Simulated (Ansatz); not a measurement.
One change: `C[O][SnH]([Cl])[Cl]` becomes `[OH][SnH]([Cl])[Cl]`.

Ansatz, PBE0-D4/def2-TZVP geometries, multiplicity 1. Each molecule was computed in one conformer, which needn't be the lowest.

Elements past krypton have def2 core potentials.

```tsv
property	`C[O][SnH]([Cl])[Cl]`
HOMO–LUMO gap (PBE/def2-TZVPP) / eV	4.12
LUMO energy (ωB97M-V/def2-TZVPP) / eV	0.28
HOMO energy (PBE/def2-TZVPP) / eV	-6.81
size of the dipole moment (B3LYP/def2-TZVPP) / D	1.18
size of the dipole moment (PBE/def2-TZVPP) / D	1.20
HOMO–LUMO gap (ωB97M-V/def2-TZVPP) / eV	11.07
```

Give the same properties after the change, and the shifts. (Best estimate.)

Ansatz gave: 
```
                                        property  `[OH][SnH]([Cl])[Cl]`  shift
             HOMO–LUMO gap (PBE/def2-TZVPP) / eV                   4.89   0.77
           LUMO energy (ωB97M-V/def2-TZVPP) / eV                   0.20  -0.08
               HOMO energy (PBE/def2-TZVPP) / eV                  -7.64  -0.83
size of the dipole moment (B3LYP/def2-TZVPP) / D                   0.92  -0.26
  size of the dipole moment (PBE/def2-TZVPP) / D                   0.93  -0.27
         HOMO–LUMO gap (ωB97M-V/def2-TZVPP) / eV                  11.74   0.67
```

With PBE0 the HOMO falls by 0.85 eV and the LUMO falls by 0.06 eV, so the gap widens by about 0.79 eV. PBE moves the HOMO by -0.83 eV and ωB97M-V by -0.75 eV. Dipoles are sizes alone; their direction can turn.

B3LYP here is the variant with VWN-RPA as its local correlation; programs differ in this.
